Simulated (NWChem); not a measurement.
C₃H₇NSi; SMILES [SiH3][C@H](C#C)N

```xyz
12

C     -0.7519    -2.3889     0.1611
C     -0.2192    -1.3314    -0.1551
C      0.4352    -0.0555    -0.4485
N      1.7521     0.1522     0.1793
Si    -0.6824     1.4289     0.0611
H     -1.2228    -3.3243     0.4281
H      0.5556     0.0470    -1.5514
H      2.4042    -0.5780    -0.1401
H      1.6615     0.0081     1.1944
H     -0.0984     2.7016    -0.4835
H     -0.7180     1.4884     1.5640
H     -2.0774     1.2416    -0.4673
```
Atoms are numbered in this order, from 1.

Program: NWChem. Pople sets run with spherical d functions. Medium grid unless said otherwise, to which SCAN and Minnesota functionals are sensitive. Coordinates come from a PBE-D3(BJ)/def2-SVP optimisation. No frequency run checked for a minimum. Total energies of different functionals are on different scales.

```
level          energy (Ha)  highest occupied level (eV)  orbital gap (eV)  dipole (D)
-------------  -----------  ---------------------------  ----------------  ----------
B3LYP/6-31G*     -462.6761                        -6.73              7.32        1.19
PBE/6-31G*       -462.2711                        -5.54              5.39        1.20
M05-2X/6-31G*    -462.6120                        -8.41             10.14        1.22
TPSSh/6-31G*     -462.6864                        -6.25              6.65        1.19
N12/6-31G*       -462.5848                        -5.40              5.47        1.16
BP86/6-31G*      -462.6762                        -5.65              5.43        1.20
KT2/6-31G*       -468.1451                        -5.69              5.45        1.17
B3PW91/6-31G*    -462.5588                        -6.80              7.39        1.20
```
